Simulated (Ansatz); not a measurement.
Be (SMILES [Be]), singlet; WB97X/6-311G** run with Ansatz (a quantum-chemistry and plane-wave program).

The Ansatz input:
Ansatz 0.2 input:
```yaml
crystal:
  periodic: [false, false, false]
  atoms:
    - {symbol: Be, position_ang: [0.00000000, 0.00000000, 0.00000000]}
basis:
  gaussian:
    orbitals: 6-311G__.json
hamiltonian:
  xc: {name: wB97X}
```
The basis file holds 6-311G** in the JSON format of the Basis Set Exchange.

What the program printed (banner, timings and long lists left out):

```
Functional definition: wB97X
159 factors; their error is unknown
39 factors; integrals over basis functions are off by at most 8.2e-5 eV
mean field evaluation 1: about -398.9761 eV, gradient 2.1e-1 eV
mean field evaluation 2: about -398.9761 eV, gradient 2.1e-1 eV
mean field evaluation 4: about -398.9559 eV, gradient 8.2e-2 eV
mean field evaluation 8: about -398.9559 eV, gradient 5.4e-5 eV
mean field -398.95588632 eV, -14.6613584001 hartree, gradient 2.2e-6 eV, S^2 0.000000; 0 other end points of the search recorded, 0 dependent functions left out
reference -398.95586697 eV, -14.6613576891 hartree; 2, 2 occupied and 16, 16 virtual orbitals, 159 factors
Total energy: -398.95586697 eV, -14.6613576891 hartree
```
